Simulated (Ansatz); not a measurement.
ClGeH (SMILES [Cl][GeH]) moved off its minimum; all values from Ansatz (a first-principles code), cores frozen in correlated methods.
(charge 0, multiplicity 1)
```xyz
3

Ge     0.55494    -0.12426     0.52507
H      1.70913    -0.38552    -0.79405
Cl    -1.06288     0.34532    -0.87945
```

Forces at r2SCAN/def2-TZVPP (eV/Å):

| atom | Fx | Fy | Fz |
|---|---|---|---|
| Ge1 | 0.881 | -0.186 | -1.427 |
| H2 | -0.948 | 0.209 | 1.250 |
| Cl3 | 0.067 | -0.023 | 0.177 |

Q: Give the forces (eV/Å), the total energy and the dipole at CCSD(T)/def2-TZVPPD.

A: 
```json
[
 {"atom": "Ge1", "Fx": "1.037", "Fy": "-0.231", "Fz": "-1.319"},
 {"atom": "H2", "Fx": "-0.936", "Fy": "0.206", "Fz": "1.267"},
 {"atom": "Cl3", "Fx": "-0.102", "Fy": "0.025", "Fz": "0.052"}
]
```
Energy -2535.8035 hartree, dipole 1.81 D.
